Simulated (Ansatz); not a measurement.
`N=C(O)CN` + `[SiH3]S` → `NCS[SiH3]` + `N=CO`  (substitution at a C–C bond)

Program: Ansatz. Geometries: PBE0-D4/def2-TZVP. ΔE: electronic, gas phase. CCSD(T)/CBS adds triple-zeta CCSD(T) − MP2 to the extrapolated MP2 energy (def2 sets, frozen cores). This one scheme is used for every species. Each species was taken in one conformer, which may not be the lowest.

```tsv
species	MP2/CBS(def2) energy (Eh)
`N=C(O)CN`	-264.21482
`[SiH3]S`	-689.21850
`NCS[SiH3]`	-783.74136
`N=CO`	-169.67959
```

**Question.** Work out ΔE.

**Answer.** ΔE = (-783.74136) + (-169.67959) − (-264.21482) − (-689.21850) = 0.01237 Eh = +7.8 kcal/mol. CCSD(T)/CBS gives +8.5 kcal/mol.

Largest T1 diagnostic among the species: 0.014.

In def2-TZVPP, CCSD(T) changes the Hartree–Fock value by −1.1 kcal/mol (the triples alone add −0.5 kcal/mol) and MP2 by −1.8 kcal/mol. At CCSD(T), def2-SVP lies +3.2 kcal/mol from the extrapolated value and def2-TZVPP +0.9 kcal/mol.
